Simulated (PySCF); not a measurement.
A compound of formula C50H28 has these computed shifts in ppm, with the number of atoms in brackets (GIAO KT3/pcSseg-1, gas phase, PySCF SCF with an in-house response code, fitting set def2-universal-JFIT, grid level 2, non-relativistic, on the GFN2-xTB geometry; 13C, 1H against isolated TMS).

1H: 9.35 (2), 9.35 (2), 9.34 (2), 9.33 (2), 9.32 (2), 9.29 (2), 9.24 (2), 9.18 (2), 9.05 (2), 9.00 (2), 8.10 (2), 8.01 (2), 7.86 (2), 7.76 (2)
13C: 124.0 (2), 122.5 (2), 122.2 (2), 122.1 (2), 120.5 (2), 120.4 (2), 120.4 (2), 120.4 (2), 120.4 (2), 120.4 (2), 120.4 (2), 120.4 (2), 120.4 (2), 120.4 (2), 120.3 (2), 116.2 (2), 115.5 (2), 115.5 (2), 115.4 (2), 115.4 (2), 115.4 (2), 115.3 (2), 115.1 (2), 115.1 (2), 115.0 (2)

(1) Which structure gave them?

Results:

(1) c1ccc2c(c1)ccc1c2ccc2c1ccc1c2ccc2c1ccc1c3ccc4c5ccc6c7ccccc7ccc6c5ccc4c3ccc21 ([12]phenacene). Other isomers were not compared.
